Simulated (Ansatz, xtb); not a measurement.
Two isomers of C4H9FOSe

Structure I: `C[Se]CO[C@H](C)F`, a singlet. Structure II: `C[Se][C@H](F)CCO`, a singlet. Both are isolated molecules in the gas phase, relaxed with B3LYP-D3(BJ)/def2-SVP; each stands in its lowest conformer found.

I (Å):

```xyz
16

C    -2.1373    0.7599    1.2339
C    -1.2999    0.2639   -1.5254
C     0.9947    0.3443   -0.8429
C     2.1970   -0.5266   -1.1166
F     1.0511    0.7711    0.4781
O    -0.1603   -0.3955   -1.0335
Se   -1.9859    1.7659   -0.4412
H    -1.1412    0.3980    1.5152
H    -2.8422   -0.0752    1.1203
H    -2.5131    1.4574    1.9945
H    -2.0799   -0.5048   -1.5992
H    -1.1238    0.6963   -2.5271
H     0.9807    1.2613   -1.4610
H     3.1226    0.0177   -0.8813
H     2.1392   -1.4283   -0.4893
H     2.2130   -0.8301   -2.1735
```

II (Å):

```yaml
atoms:
  - { symbol: C, position_ang: [-3.2616, 0.2322, -0.0131] }
  - { symbol: C, position_ang: [-0.4009, 0.3934, -0.4399] }
  - { symbol: C, position_ang: [0.8385, 0.9080, -1.1473] }
  - { symbol: C, position_ang: [2.1033, 0.2194, -0.6540] }
  - { symbol: F, position_ang: [-0.2839, 0.6243, 0.9246] }
  - { symbol: O, position_ang: [2.0021, -1.1575, -0.9614] }
  - { symbol: Se, position_ang: [-2.0223, 1.2612, -1.1323] }
  - { symbol: H, position_ang: [-3.2668, -0.8249, -0.3127] }
  - { symbol: H, position_ang: [-4.2631, 0.6605, -0.1528] }
  - { symbol: H, position_ang: [-2.9574, 0.3332, 1.0363] }
  - { symbol: H, position_ang: [-0.5034, -0.6936, -0.5740] }
  - { symbol: H, position_ang: [0.9259, 1.9953, -0.9883] }
  - { symbol: H, position_ang: [0.7278, 0.7317, -2.2293] }
  - { symbol: H, position_ang: [2.9822, 0.6842, -1.1439] }
  - { symbol: H, position_ang: [2.1987, 0.3885, 0.4353] }
  - { symbol: H, position_ang: [2.7105, -1.6287, -0.5070] }
```

Q: Estimate which is lower in electronic energy at CCSD(T)/def2-SVP + ΔMP2/def2-TZVPP, and by roughly how much.

A: Too close to call at this level: CCSD(T)/def2-SVP + ΔMP2/def2-TZVPP gives E(II) − E(I) = +0.38 kcal/mol.

How the difference moves with the method:

```
                             level               geometry  E(II) − E(I) (kcal/mol)  departure from the last row (kcal/mol)  job, with rough time for the two
                          GFN2-xTB               GFN2-xTB                     +8.07                                   +7.69              optimisation, 0.28 s
                         HF/STO-3G               GFN2-xTB                     +9.25                                   +8.87              single point, 0.56 s
                r2SCAN-D4/def2-SVP               GFN2-xTB                     +3.62                                   +3.24               single point, 4.9 s
             B3LYP-D3(BJ)/def2-SVP  B3LYP-D3(BJ)/def2-SVP                     +4.73                                   +4.35                optimisation, 83 s
                       HF/def2-SVP  B3LYP-D3(BJ)/def2-SVP                     +3.53                                   +3.14           part of the CCSD(T) run
                      MP2/def2-SVP  B3LYP-D3(BJ)/def2-SVP                     +2.12                                   +1.74           part of the CCSD(T) run
                  CCSD(T)/def2-SVP  B3LYP-D3(BJ)/def2-SVP                     +2.89                                   +2.50                      single point
CCSD(T)/def2-SVP + ΔMP2/def2-TZVPP  B3LYP-D3(BJ)/def2-SVP                     +0.38                                                       single point, 3 min
```

As drawn, II has 1 C–C, 1 O–H in place of 1 C–O, 1 C–H.

The largest departure from CCSD(T)/def2-SVP + ΔMP2/def2-TZVPP is that of HF/STO-3G, 8.87 kcal/mol. The last row adds to CCSD(T) the change of the MP2 difference between the two basis sets, here −2.50 kcal/mol.

With thermal terms from frequencies at re-optimised GFN2-xTB minima (ideal gas, soft modes damped towards free rotors, one conformer each, 298.15 K, 1 atm): on the last row, ΔE + ΔZPE = +0.58, ΔH = +0.65, ΔG = +0.48 kcal/mol.

The correlated steps freeze 15 core orbitals; the filled d shell of Se is correlated, in a basis made for valence electrons. Programs: Ansatz 0.2.0, xtb 6.7.1; the last row on 4 threads of Arm Neoverse V1 on a shared host.
